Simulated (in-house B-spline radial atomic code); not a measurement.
**TDHF excitations of the scandium ion Sc³⁺**

Method: TDHF. Computed with a B-spline radial code for spherical atoms: linear response of the closed shell [Ne] 3s2 3p6 with bare exchange (time-dependent Hartree-Fock); non-relativistic, point nucleus, no spin-orbit coupling, no double excitations, S, P, D and F terms only. Only terms of natural parity with L up to 3 were computed.

Command:
```bash
python run_td.py task.json out
```
Settings (radii: box in bohr, nucleus in fm):
```
Z                        21
electrons                18
configuration            [Ne] 3s2 3p6
hamiltonian              nr
method                   hf
box_radius               23.08
intervals                53
```

Run time, properties included: 0.3 s on 1 thread of Intel(R) Xeon(R) 6975P-C (Granite Rapids), on a shared host.

The lowest states, in the order of their Tamm-Dancoff energies; the method's threshold (minus the highest occupied level) is 73.60 eV. Labels give the largest channel, * marks a mixed state, and oscillator strengths are full-response dipole values. Energies in eV:

```csv
state,full response,Tamm-Dancoff,oscillator strength
3p → 3d 3P,?,?,-
3p → 3d 3F,29.779,30.34,-
3p → 3d 1F,?,?,-
3p → 4s 3P,41.69,41.72,-
```

**Question.** Where does 3p → 3d 1F lie?

**Answer.** At 33.20 eV in full response, 33.30 eV in Tamm-Dancoff.

**Question.** Where does 3p → 3d 3P lie?

**Answer.** At 29.058 eV in full response, 29.221 eV in Tamm-Dancoff.

**Question.** How large is the singlet-triplet splitting of 3p → 3d (F terms) in Tamm-Dancoff?

**Answer.** 2.96 eV, from the unrounded values.

**Question.** What polarisabilities and dispersion coefficient does the method give?

**Answer.** Dipole 2.137 bohr³, quadrupole 3.479 bohr⁵, C6 5.645 hartree·bohr⁶ for two such species.
